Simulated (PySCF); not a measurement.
Match the calculated data to a structure.

All candidates are C6H13O2P.

* Dipole: 1.86 D [PBE0/pcSseg-1]
* 13C NMR: chemical shifts (computed TMS as zero) by class: 189.8 (1 C), 50.8 (1 C), 36.2 (1 C), 21.3 (1 C), 16.1 (1 C), 12.8 (1 C) ppm [GIAO PBE0/pcSseg-1]
* NMR, other nuclei: isotropic shieldings of nuclei other than C and H, by class: -117 (1 O), 141 (1 O), 375 (1 P) ppm [GIAO PBE0/pcSseg-1]
* 1H NMR: chemical shifts (computed TMS as zero) by class: 4.03 (3 H), 1.99 (2 H), 1.56 (2 H), 1.38 (3 H), 1.14 (3 H) ppm [GIAO PBE0/pcSseg-1]
* Rotational structure: rotational constants A, B, C: 3.035, 0.705, 0.638 GHz [GFN2-xTB]

Electronic properties: PySCF, gas phase, density fitting. Levels stand in brackets. The structure is a single GFN2-xTB conformer in the gas phase; no vibrational or solvent corrections. NMR values are class means; diastereotopic atoms form classes of their own.

Question: Which candidate is it?
A. `CC(=O)[P@@](C)(=O)C(C)C`
B. `CCCP(C)C(=O)OC`
C. `C=C(C)[P@](=O)(O)CCC`

Answer: B. It is `CCCP(C)C(=O)OC`. Numbering: `[CH3:1][CH2:2][CH2:3][P:4]([CH3:5])[C:6](=[O:7])[O:8][CH3:9]`. 6 carbons fall into 6 classes; from least to most shielded: carbonyl carbon [C6] (189.8 ppm), methoxy carbon [C9] (50.8 ppm), sp3 carbon bound to phosphorus [C3] (36.2 ppm), chain CH2 carbon [C2] (21.3 ppm), methyl carbon [C1] (16.1 ppm), sp3 carbon bound to phosphorus [C5] (12.8 ppm). Hydrogen classes from least to most shielded: 3 H on a methoxy carbon, C9 (4.03 ppm, a mean of values up to 1.9 ppm apart in this geometry), 2 H on an sp3 carbon bound to phosphorus, C3 (1.99 ppm), 2 H on a chain CH2 carbon, C2 (1.56 ppm, a mean of values up to 0.6 ppm apart in this geometry), 3 H on an sp3 carbon bound to phosphorus, C5 (1.38 ppm, a mean of values up to 0.6 ppm apart in this geometry), 3 H on a methyl carbon, C1 (1.14 ppm, a mean of values up to 0.8 ppm apart in this geometry). The other shieldings belong to: -117 ppm, carbonyl oxygen [O7]; 141 ppm, oxygen singly bound to a carbonyl carbon [O8]; 375 ppm, phosphine phosphorus [P4]. The optimised geometry has point group C1 and is an asymmetric top.

The others, at the same levels:
- `CC(=O)[P@@](C)(=O)C(C)C` fails: its computed 13C shifts are 233.7 (1 C), 37.0 (1 C), 32.2 (1 C), 16.9 (1 C), 15.3 (1 C), 14.5 (1 C) ppm, 1H shifts are 2.83 (3 H), 1.68 (1 H), 1.26 (3 H), 1.21 (3 H), 1.10 (3 H) ppm and rotational constant A is 1.801 GHz (against 3.035 GHz).
- `C=C(C)[P@](=O)(O)CCC` fails: its computed 13C shifts are 154.3 (1 C), 131.1 (1 C), 40.4 (1 C), 23.7 (1 C), 19.1 (1 C), 18.2 (1 C) ppm, 1H shifts are 6.12 (1 H), 5.86 (1 H), 2.43 (1 H), 2.12 (3 H), 1.70 (1 H), 1.65 (1 H), 1.61 (1 H), 1.17 (1 H), 1.08 (3 H) ppm and rotational constant A is 1.678 GHz (against 3.035 GHz).

Each candidate is one conformer, not necessarily the lowest. Dipoles, sizes and rotational constants follow the conformer. The torsions of the flexible species, by atom-mapped SMILES:
- `[CH3:1][CH2:2][CH2:3][P:4]([CH3:5])[C:6](=[O:7])[O:8][CH3:9]`: C1–C2–C3–P4 61°, C2–C3–P4–C5 76°, C3–P4–C6–O7 25°, P4–C6–O8–C9 -176°
- `[CH3:1][C:2](=[O:3])[P@@:4]([CH3:5])(=[O:6])[CH:7]([CH3:8])[CH3:9]`: C1–C2–P4–C5 -122°, C2–P4–C7–C8 173°
- `[CH2:1]=[C:2]([CH3:3])[P@:4](=[O:5])([OH:6])[CH2:7][CH2:8][CH3:9]`: C1–C2–P4–O5 162°, C2–P4–C7–C8 -65°, P4–C7–C8–C9 -174°, H–O6–P4–C2 110°
